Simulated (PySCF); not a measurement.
C₆H₁₈AlP.
SMILES with atom numbers: `[CH3:1][Al-:2]([CH3:3])([CH3:4])[P+:5]([CH3:6])([CH3:7])[CH3:8]` (hydrogens: H9, H10, H11 on C1; H12, H13, H14 on C3; H15, H16, H17 on C4; H18, H19, H20 on C6; H21, H22, H23 on C7; H24, H25, H26 on C8)

Jobs on this species (26 atoms, 82 electrons) with PySCF (density fitting). Hardware of each: an Arm Neoverse V2 with one thread, on a shared host. Other jobs ran on the host; a repeat could differ by tens of per cent or more. Peak memory is the resident size of the whole Python process, interpreter and libraries included.

Question: Rank these jobs by wall time, shortest first.
A. OPBE/pcSseg-1; shieldings; 240 basis functions
B. PBE0-D3(BJ)/def2-SVP, grid level 1; geometry optimisation from a GFN2-xTB start shaken at random; 210 basis functions
C. PBE0/6-31G; shieldings, charges and field gradients; 116 basis functions
D. PBE0/STO-3G; shieldings, charges and field gradients; 66 basis functions
E. PBE0/def2-SVP; shieldings, charges and field gradients; 210 basis functions

Answer: D (8.2 s), C (16 s), E (31 s), A (57 s), B (4.8 min).

All jobs:

```csv
level and settings,work,basis functions,SCF cycles,wall time,peak memory
PBE0/STO-3G,"shieldings, charges and field gradients",66,10,8.2 s,0.61 GiB
PBE0/6-31G,"shieldings, charges and field gradients",116,12,16 s,0.87 GiB
PBE0/6-31G*,"shieldings, charges and field gradients",156,12,23 s,1.1 GiB
PBE0/def2-SVP,"shieldings, charges and field gradients",210,12,31 s,1.1 GiB
mPW1PW91/pcSseg-1,shieldings,240,12,39 s,1.2 GiB
OPBE/pcSseg-1,shieldings,240,14,57 s,1.1 GiB
"PBE0-D3(BJ)/def2-SVP, grid level 1",geometry optimisation from a GFN2-xTB start shaken at random,210,81,4.8 min,1.0 GiB
```

Q: What do all jobs in the table cost together?

A: About 7.7 min; the longest takes about 62 % of that, and about 35 times as long as the shortest.
